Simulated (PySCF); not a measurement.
## `C=C[C@H]1C=C[C@@H](F)[SiH2]1`, C₆H₉FSi

Geometry (Å), atoms numbered from 1 in this order:
```xyz
17

C     2.830    0.331   -0.697
C     1.529    0.561   -0.689
C     0.574   -0.004    0.308
C    -0.382    1.043    0.815
C    -1.681    0.797    0.830
C    -2.153   -0.539    0.344
F    -3.173   -0.385   -0.593
Si   -0.583   -1.365   -0.410
H     3.301   -0.289    0.049
H     3.478    0.746   -1.449
H     1.082    1.186   -1.451
H     1.151   -0.399    1.151
H     0.035    1.978    1.161
H    -2.419    1.509    1.168
H    -2.614   -1.105    1.163
H    -0.321   -2.689    0.156
H    -0.661   -1.365   -1.866
```

The calculation used TDDFT B3LYP/def2-SVPD circular dichroism and optical rotation, one conformer, gas phase in PySCF 2.14.0. Geometry: GFN2-xTB.

The molecule is flexible and this is one conformer; a measurement averages over conformers. States above about 7.0 eV lie in this functional's continuum (it starts at minus the energy of the highest occupied orbital, well below the true ionisation energy for most functionals) and depend on the basis.

What are the CIP labels of the stereocentres?

C3 S, C6 S.

Which excitations and rotatory strengths does the calculation give?

Rotatory strengths R in 10⁻⁴⁰ esu² cm², velocity form and length form (origin at the centre of mass); f in length form.
```
state  E (eV)  λ (nm)      f  R (velocity)  R (length)                                  main
    1    5.62     221  0.080         +47.0       +46.8                        HOMO→LUMO 0.84
    2    6.08     204  0.090         +35.2       +33.1                      HOMO−1→LUMO 0.84
    3    6.30     197  0.007         -10.7       -11.5    HOMO→LUMO+1 0.87, HOMO→LUMO+2 0.09
    4    6.49     191  0.031          +6.6        +7.8    HOMO→LUMO+2 0.65, HOMO→LUMO+3 0.24
    5    6.71     185  0.003          +6.2        +4.4  HOMO−1→LUMO+1 0.80, HOMO−2→LUMO 0.16
    6    6.75     184  0.025          +2.5        +2.9  HOMO−1→LUMO+2 0.30, HOMO−2→LUMO 0.29
    7    6.85     181  0.135        -110.4      -111.1  HOMO−1→LUMO+2 0.46, HOMO→LUMO+3 0.22
    8    6.88     180  0.083         +14.9       +15.2  HOMO−1→LUMO+3 0.51, HOMO−2→LUMO 0.18
    9    7.04     176  0.054         +51.5       +48.3    HOMO→LUMO+4 0.76, HOMO→LUMO+3 0.08
   10    7.17     173  0.055         -21.4       -20.9                      HOMO→LUMO+5 0.71
   11    7.24     171  0.047          -0.5        +1.9  HOMO→LUMO+6 0.25, HOMO−1→LUMO+3 0.21
   12    7.36     169  0.028         +10.5       +10.9  HOMO→LUMO+6 0.40, HOMO−1→LUMO+4 0.15
   13    7.44     167  0.023          +2.7        +2.7  HOMO−1→LUMO+4 0.50, HOMO−3→LUMO 0.09
   14    7.50     165  0.010          -7.2        -8.6  HOMO−3→LUMO 0.66, HOMO−2→LUMO+1 0.09
   15    7.51     165  0.013         -12.0        -9.4                      HOMO→LUMO+7 0.84
   16    7.60     163  0.020         -16.5       -15.0  HOMO−1→LUMO+5 0.57, HOMO−4→LUMO 0.09
```

For state 11 the two forms differ in sign, so the sign of R isn't settled.

Among the states computed, the strongest CD band (largest |R|) is state 7. The largest dissymmetry factor in size, g = 4R/(D+G), with D and G the electric and magnetic dipole strengths, is +0.019 for state 5 (velocity form, f = 0.003), among bands with |R| over 0.5. The mirror image has the same energies and oscillator strengths and all R with the opposite sign.
